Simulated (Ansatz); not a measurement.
CH₇B₂ClSi, SMILES `CBB([SiH3])Cl`, relaxed with RKS PBE-D4/def2-SVP in Ansatz from a rough embedded geometry. The force threshold is 0.03 eV/Å; the program also tests the step.

Charge 0, multiplicity 1.

Start:

```xyz
12

C    -1.146   -1.791   -0.606
B    -0.620   -0.364   -0.612
B     0.462    0.116    0.510
Si    1.135    2.004    0.570
Cl    1.078   -1.020    1.822
H    -1.888   -1.994   -1.438
H    -0.315   -2.548   -0.724
H    -1.682   -2.055    0.389
H    -0.956    0.385   -1.415
H     0.016    2.882    0.670
H     1.811    2.218   -0.789
H     2.104    2.167    1.623
```

Task: By how much does the energy fall, and how many steps does the optimiser take? (Estimate.)

Result: The calculation gave: 82.98 kJ/mol, in 28 steps, 1 of them rejected.

Task: Which bonds change most? (An estimate is asked.)

Result: Computed: Si4–H10 from 1.427 to 1.508 Å; B2–H9 from 1.148 to 1.229 Å; Si4–H12 from 1.440 to 1.511 Å; B3–Cl5 from 1.842 to 1.774 Å.

Task: Give the relaxed structure. (Best estimate.)

Result: Ansatz gave: 
```xyz
12

C    -1.447   -1.535   -0.272
B    -0.209   -0.745   -0.825
B     0.996   -0.026    0.070
Si    0.890    1.932    0.628
Cl    2.452   -0.910    0.565
H    -2.377   -1.366   -0.853
H    -1.179   -2.603   -0.465
H    -1.652   -1.443    0.812
H    -0.115   -0.640   -2.046
H    -0.352    2.632    0.137
H     2.090    2.687    0.111
H     0.903    2.015    2.137
```
